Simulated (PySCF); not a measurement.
Worked example: dipole moment from atomic charges

Te(OH)(SMe) (CH₄OSTe), SMILES CS[Te]O. Atoms are numbered in the order given.

```xyz
8

Te     0.4182     0.2101     0.5983
O      1.3449     1.4381    -0.6826
H      0.7169     2.1381    -0.9035
S     -0.7183    -1.2936    -0.8521
C     -2.3050    -0.4775    -1.2056
H     -2.8462    -0.2350    -0.2815
H     -2.8948    -1.1997    -1.7902
H     -2.1579     0.4291    -1.8075
```
Charge 0, spin multiplicity 1.

Geometry optimised at PBE0-D3(BJ)/def2-SVP. The def2 effective core potentials stand for the cores of Te; spin–orbit coupling is left out. Other conformers were not sampled.

Charges (e) from PBE/def2-TZVP in PySCF:

```json
[
 {"atom": "Te1", "ESP fit": "0.168", "Mulliken": "0.288"},
 {"atom": "O2", "ESP fit": "-0.506", "Mulliken": "-0.530"},
 {"atom": "H3", "ESP fit": "0.376", "Mulliken": "0.310"},
 {"atom": "S4", "ESP fit": "-0.103", "Mulliken": "-0.162"},
 {"atom": "C5", "ESP fit": "-0.381", "Mulliken": "-0.330"},
 {"atom": "H6", "ESP fit": "0.114", "Mulliken": "0.145"},
 {"atom": "H7", "ESP fit": "0.193", "Mulliken": "0.139"},
 {"atom": "H8", "ESP fit": "0.139", "Mulliken": "0.139"}
]
```

The dipole moment of the full density is 2.85 D.

**Question.** What dipole moment does each set of point charges give, and which comes closer to that of the density?

**Answer.** 
μ = Σ q r, and 1 e Å = 4.8032 D.
ESP fit: Σ q r = (-0.572, 0.228, 0.024) e Å, |μ| = 2.96 D.
Mulliken: Σ q r = (-0.608, 0.187, 0.249) e Å, |μ| = 3.28 D.
ESP fit comes closer in size. Point charges leave out the atoms' own dipoles (lone pairs, polarised bonds); fits to the potential absorb them, partitions of the density don't.
